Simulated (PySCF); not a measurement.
SnFCl3, SMILES [F][Sn]([Cl])([Cl])[Cl].

Coordinates come from a PBE0-D3(BJ)/def2-SVP optimisation. The def2 effective core potentials stand for the cores of Sn; spin–orbit coupling is left out.

Two levels are set side by side: PBE/def2-TZVP (PySCF) and ωB97X/def2-TZVP (PySCF). Same geometry, gas phase. Differences are taken from unrounded values.

| quantity | ωB97X |
|---|---|
| orbital gap (eV) | 10.95 |
| highest occupied level (eV) | -12.41 |
| lowest empty level (eV) | -1.46 |
| dipole moment (D) | 1.13 |
| mean polarisability (bohr³) | 69.8 |

### Question
What does PBE give, and how far is it from ωB97X? (The exact figures need the calculation; the answer reports its results.)

### Answer

```json
[
 {"quantity": "orbital gap (eV)", "PBE": "4.05", "PBE minus ωB97X": "-6.91"},
 {"quantity": "highest occupied level (eV)", "PBE": "-8.45", "PBE minus ωB97X": "3.96"},
 {"quantity": "lowest empty level (eV)", "PBE": "-4.41", "PBE minus ωB97X": "-2.95"},
 {"quantity": "dipole moment (D)", "PBE": "1.06", "PBE minus ωB97X": "-0.07"},
 {"quantity": "mean polarisability (bohr³)", "PBE": "74.2", "PBE minus ωB97X": "4.4"}
]
```

PBE's occupied levels lie high since its potential decays too fast outside the molecule; exact exchange lowers them and widens the gap. PBE's more diffuse valence density responds more strongly to a field. Differences between two approximate levels are no errors against the true value.

Rough cost on one machine, each run with all the roots and properties that it gave: ωB97X against PBE within a factor of 2.
